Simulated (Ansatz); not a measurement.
Ansatz (a first-principles code) input:

Ansatz 0.2 input:
```yaml
crystal:
  periodic: [false, false, false]
  atoms:
    - {symbol: Cs, position_ang: [-0.00000000, -0.00000000, -0.98648077]}
    - {symbol: Cl, position_ang: [0.00000000, 0.00000000, 3.19155545]}
basis:
  gaussian:
    orbitals: def2-TZVP
hamiltonian:
  xc: b3lyp
  dispersion: d3bj
total_charge: 1
magnetization: {spin_polarized: true, initial_magnetization: 1}
phonons: {temperatures: {t_min: 298.15, t_max: 298.15, t_step: 100}}
```

**Question.** What final total energy does it print?

**Answer.** -480.17572 Eh (B3LYP-D3(BJ)/def2-TZVP). The basis has 66 functions.
